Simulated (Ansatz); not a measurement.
Start from `FC(F)(F)C1=CC(C(F)(F)F)=[O+][Ga-]([F])([Cl])[O]1` and change one atom or group to get `FC(F)(F)C1=CC(C(F)(F)F)=[O+][Al-]([F])([F])[O]1`.

Ansatz, PBE0-D4/def2-TZVP geometries, multiplicity 1. 

Scalar relativity is left out up to krypton.

| property | `FC(F)(F)C1=CC(C(F)(F)F)=[O+][Ga-]([F])([Cl])[O]1` |
| --- | --- |
| HOMO energy (ωB97M-V/def2-TZVPP) / eV | -11.16 |
| LUMO energy (B3LYP/def2-TZVPP) / eV | -4.05 |
| HOMO energy (PBE0/def2-TZVPP) / eV | -9.05 |
| HOMO–LUMO gap (PBE/def2-TZVPP) / eV | 3.22 |
| HOMO energy (PBE/def2-TZVPP) / eV | -7.82 |
| LUMO energy (PBE/def2-TZVPP) / eV | -4.60 |

**Question.** What does the change do to each property? (Best estimate.)

**Answer.** Computed: 
```json
{"property": "HOMO energy (ωB97M-V/def2-TZVPP) / eV", "`FC(F)(F)C1=CC(C(F)(F)F)=[O+][Al-]([F])([F])[O]1`": "-11.23", "shift": "-0.07"}
{"property": "LUMO energy (B3LYP/def2-TZVPP) / eV", "`FC(F)(F)C1=CC(C(F)(F)F)=[O+][Al-]([F])([F])[O]1`": "-4.06", "shift": "-0.01"}
{"property": "HOMO energy (PBE0/def2-TZVPP) / eV", "`FC(F)(F)C1=CC(C(F)(F)F)=[O+][Al-]([F])([F])[O]1`": "-9.11", "shift": "-0.06"}
{"property": "HOMO–LUMO gap (PBE/def2-TZVPP) / eV", "`FC(F)(F)C1=CC(C(F)(F)F)=[O+][Al-]([F])([F])[O]1`": "3.28", "shift": "0.06"}
{"property": "HOMO energy (PBE/def2-TZVPP) / eV", "`FC(F)(F)C1=CC(C(F)(F)F)=[O+][Al-]([F])([F])[O]1`": "-7.88", "shift": "-0.06"}
{"property": "LUMO energy (PBE/def2-TZVPP) / eV", "`FC(F)(F)C1=CC(C(F)(F)F)=[O+][Al-]([F])([F])[O]1`": "-4.61", "shift": "-0.01"}
```

B3LYP here is the variant with VWN-RPA as its local correlation; programs differ in this.
